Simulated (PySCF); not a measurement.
A PySCF script (with the pyscf-properties extension) for the NMR shieldings of `CC#CP(C)CP(C)C`, C7H14P2, on a GFN2-xTB geometry:

```python
import basis_set_exchange as bse
import numpy as np
from pyscf import gto, dft
from pyscf.prop import nmr

atoms = """
C     4.160972    0.871427    1.660864
C     2.985167    0.190939    1.165897
C     2.008208   -0.346954    0.709231
P     0.551368   -1.216875    0.216004
C     1.026575   -1.565290   -1.538143
C    -0.492020    0.296531   -0.095971
P    -2.072232   -0.227262   -0.922089
C    -2.874906   -1.017005    0.540961
C    -2.936001    1.409330   -0.856073
H     4.968738    0.802975    0.932154
H     4.487115    0.414038    2.594926
H     3.935095    1.922658    1.841188
H     0.142583   -1.912603   -2.072048
H     1.421276   -0.672743   -2.022394
H     1.781073   -2.350503   -1.551279
H    -0.702325    0.787495    0.859843
H     0.047550    0.993347   -0.745018
H    -2.859002   -0.351939    1.404256
H    -3.905162   -1.264904    0.289925
H    -2.342644   -1.936172    0.779903
H    -3.974253    1.272825   -1.153369
H    -2.463828    2.091685   -1.560833
H    -2.898097    1.835983    0.145966
"""
names = dict.fromkeys(["C", "P", "H"], "pcSseg-1")
basis = {el: gto.basis.parse(bse.get_basis(n, elements=[el], fmt="nwchem")) for el, n in names.items()}
mol = gto.M(atom=atoms, basis=basis, charge=0, verbose=0)
mf = dft.RKS(mol, xc="PBE0")
mf.grids.level = 2
mf.grids.alignment = dft.numint.BLKSIZE   # the property module wants whole blocks of grid points
mf.conv_tol = 1e-9
mf.kernel()

calc = nmr.RKS(mf)   # GIAO
C = mf.mo_coeff
Co = C[:, mf.mo_occ > 0]
resp = mf.gen_response(singlet=True, hermi=2)
def vind(x):   # induced exchange potential for any number of trial vectors
    d = np.einsum("pi,xij,qj->xpq", C, 2 * x.reshape(-1, C.shape[1], Co.shape[1]), Co, optimize=True)
    return np.einsum("xpq,pi,qj->xij", resp(d - d.transpose(0, 2, 1)), C, Co, optimize=True).ravel()
mo1, _ = nmr.rhf.solve_mo1(calc, with_cphf=vind)
sigma = calc.kernel(mo1)
for i, s in enumerate(sigma):   # ppm
    print("%2d %-2s %9.2f" % (i, mol.atom_pure_symbol(i), np.trace(s) / 3))
```

Problem. Give the expected output.

Solution. 
```
 0 C     180.74
 1 C      78.54
 2 C      98.87
 3 P     412.69
 4 C     168.37
 5 C     143.42
 6 P     397.91
 7 C     168.22
 8 C     166.16
 9 H      29.60
10 H      29.61
11 H      29.61
12 H      30.07
13 H      30.51
14 H      30.39
15 H      30.25
16 H      29.83
17 H      31.18
18 H      30.67
19 H      30.05
20 H      30.49
21 H      30.50
22 H      30.90
```

These numbers come from an equivalent density-fitted implementation of the same equations, which agrees with the script to about 0.01 ppm for H and up to a few tenths of a ppm for heavy atoms, so last digits may differ.

Size and cost of the density-fitted run: 237 basis functions, about 3 core-minutes.
